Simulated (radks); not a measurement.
Spherical quantum dot in the effective-mass picture: electrons in a parabolic well V = omega^2 r^2 / 2 with omega = 2.35, with a point charge +1 (a donor) at the centre, all in effective atomic units (hartree* = m*/eps^2 hartree, bohr* = eps/m* bohr), one dielectric constant everywhere. Method: non-relativistic Kohn-Sham, r2SCAN, spin-polarised, spherical densities, generalised Kohn-Sham scheme; computed with a radial shooting solver with Libxc functionals. Levels are named by radial order and angular momentum (1s, 1p, 1d, 2s, ...), and open shells are averaged over m. Results are scaled to m* = 0.166 and eps = 17.8, for which hartree* = 14.26 meV and bohr* = 5.674 nm.

N = 4, configuration 1s2 1p(up 2, down 0). This is the lowest configuration that the search found. Occupied and some empty levels:

| level | occupation | eigenvalue (meV) | <r> (nm) |
|---|---|---|---|
| 1s up | 1 | 73.587 | 4.029 |
| 1s down | 1 | 76.968 | 3.945 |
| 1p up | 2 | 110.04 | 5.675 |
| 1p down | 0 | 114.23 | 5.636 |
| 2s up | 0 | 139.11 | 6.166 |
| 2s down | 0 | 142.10 | 6.124 |
| 1d up | 0 | 143.68 | 6.806 |
| 1d down | 0 | 148.04 | 6.762 |
| 1f up | 0 | 177.52 | 7.760 |
| 1f down | 0 | 182.38 | 7.675 |

Energy (meV): total 264.499, kinetic 135.80, external 47.661, Hartree 120.30, exchange-correlation -39.260.
